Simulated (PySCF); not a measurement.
An unknown gives this computed stick spectrum. Method: PySCF, TDDFT B3LYP/def2-SVPD, vertical, gas phase, core orbitals frozen in the response. Geometries: GFN2-xTB, one conformer each.

```
state  E (eV)       f
   S1    5.53  0.0010
   S2    6.04  0.0091
   S3    6.34   0.031
   S4    6.60   0.042
   S5    6.66  0.0016
   S6    6.76  0.0043
   S7    7.00  0.0008
   S8    7.05  0.0014
```

Triplets computed (Tamm–Dancoff): 4.51, 5.35, 5.78 eV.

Orbital energies (eV): HOMO-3 -7.79, HOMO-2 -7.78, HOMO-1 -7.57, HOMO -7.03, LUMO -0.42, LUMO+1 0.11, LUMO+2 0.47.

**Question.** Which candidate is it?
A. `C=C1C=C1OC1CC1`
B. `C#C[C@@H]1C(=O)C[C@@H]1C`
C. `C1=CC1OC1C[SiH2]C1`

**Answer.** C. Its S1, at 5.53 eV, is the highest among the candidates; the nearest of the others has S1 at 4.73 eV. S1 is HOMO→LUMO (91%). Löwdin shares by element: HOMO oxygen 51%, carbon 27% or more (atoms not listed hold the other 22%); LUMO carbon 74% or more, hydrogen 15% or more. At the same level the other candidates give, for their lowest levels:
- `C=C1C=C1OC1CC1`: 4.73 eV (f 0.041); 5.16 eV (f 0.004); 5.72 eV (f 0.013); 5.83 eV (f 0.010); 5.89 eV (f 0.016); T1 3.58 eV; HOMO -5.50, LUMO -0.05 eV
- `C#C[C@@H]1C(=O)C[C@@H]1C`: 4.10 eV (f 0.001); 5.50 eV (f 0.001); 5.81 eV (f 0.005); 6.10 eV (f 0.012); 6.54 eV (f 0.007); T1 3.60 eV; HOMO -6.99, LUMO -1.30 eV

The values belong to the conformer `[CH:1]1=[CH:2][CH:3]1[O:4][CH:5]1[CH2:6][SiH2:7][CH2:8]1`: C2–C3–O4–C5 -136°, C3–O4–C5–C6 173°.
